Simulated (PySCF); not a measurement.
## BiH and its ions

UHF-CCSD(T); basis Bi cc-pVDZ-PP with ECP60, H cc-pVDZ; scalar-relativistic core potentials; PySCF 2.14. Neutral (UHF): triplet (π ↑↑), Re = 1.804 Å, ωe = 1761 cm⁻¹, De = 2.09 eV.

BiH⁺ (UHF): doublet (π ↑), Re = 1.791 Å, ωe = 1845 cm⁻¹. The energies at the minima are -214.24313 hartree for BiH and -213.93671 for BiH⁺.

(1) Work out the adiabatic ionisation energy, without and with harmonic zero-point energies (1 hartree = 27.2114 eV, 1 eV = 8065.5 cm⁻¹), and the change of the bond length.

Correlated steps freeze 4 core orbitals. Correlated levels converge slowly with the basis: in double zeta they bind strong bonds too weakly, by up to about 1 eV, and carry superposition errors of some tenths. Spin–orbit coupling is left out, which matters for elements this heavy, above all for dissociation energies. States were picked by a PBE0 search and need not be the measured ground states.

## Answers

(1) At UHF-CCSD(T): 0.30642 hartree = 8.338 eV between the minima; the zero-point term (1845.0 − 1761.0)/2 cm⁻¹ = +0.005 eV makes it 8.343 eV. Re changes by -1.3 pm against the neutral. The electron leaves a π orbital, which is non-bonding in a hydride.
